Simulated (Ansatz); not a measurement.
Relative stability

Two relaxed structures of BH4SeS (charge +1), closed shell (PBE0-D4/def2-TZVP; forces vanish, vibrations not checked).

A:

```json
{"atom": "B1", "x (Å)": "-1.4443", "y (Å)": "0.4521", "z (Å)": "-0.6575"}
{"atom": "Se2", "x (Å)": "-0.6414", "y (Å)": "-0.5312", "z (Å)": "0.7764"}
{"atom": "S3", "x (Å)": "1.5065", "y (Å)": "-0.1518", "z (Å)": "0.2152"}
{"atom": "H4", "x (Å)": "-2.6309", "y (Å)": "0.4118", "z (Å)": "-0.5958"}
{"atom": "H5", "x (Å)": "-0.7892", "y (Å)": "1.0091", "z (Å)": "-1.4730"}
{"atom": "H6", "x (Å)": "2.0006", "y (Å)": "0.2200", "z (Å)": "1.4206"}
{"atom": "H7", "x (Å)": "1.9986", "y (Å)": "-1.4101", "z (Å)": "0.3140"}
```

B:

```csv
atom,x (Å),y (Å),z (Å)
B1,-1.5272,0.4218,-0.6144
Se2,-0.5043,-1.0304,0.3472
S3,1.5074,-0.1848,0.5093
H4,-2.6642,0.4936,-0.2934
H5,-0.9193,1.0078,-1.4416
H6,-1.0420,-0.7594,1.7002
H7,2.0857,-1.3991,0.4185
```

Program: Ansatz 0.2.0. Basis: def2-TZVPP. Cores are frozen in the correlated methods. Filled d shells of the heavier atoms are correlated. The def2 sets are not built for correlating such inner shells, so the correlated values are less sure here. B3LYP uses VWN-RPA correlation.

(1) Which structure is lower at CCSD(T), and by how much? (An estimate is asked for; the value comes from the calculation.)

T1 diagnostic: at most 0.013.

## Answers

(1) Computed: A, by 44.5 kJ/mol (electronic energy, against the other). By their contacts, A is BH₄SeS ([BH2][Se][SH2]), total charge +1 and B is BH₄SeS ([BH2][SeH][SH]), total charge +1.

All methods give the same order:

```tsv
method	E(B) − E(A) (kJ/mol)
PBE-D4	56.1
r2SCAN-D4	54.1
PBE0-D4	51.4
B3LYP-D4	51.8
wB97M-V	50.0
HF	39.9
MP2	45.2
CCSD	42.6
CCSD(T)	44.5
```

Labels in which every atom is bracketed show which atoms are joined, not bond orders.

For scale, one of the runs: CCSD(T)/def2-TZVPP, 177 basis functions, launched by `ansatz run in.yaml --threads 2 --pin off --events-out ev --progress --plain --max-ram 4352MiB`. Hardware: 2 CPU threads of an Arm Neoverse V1, shared host. Wall time 49 s; peak host memory 1.6 GiB.
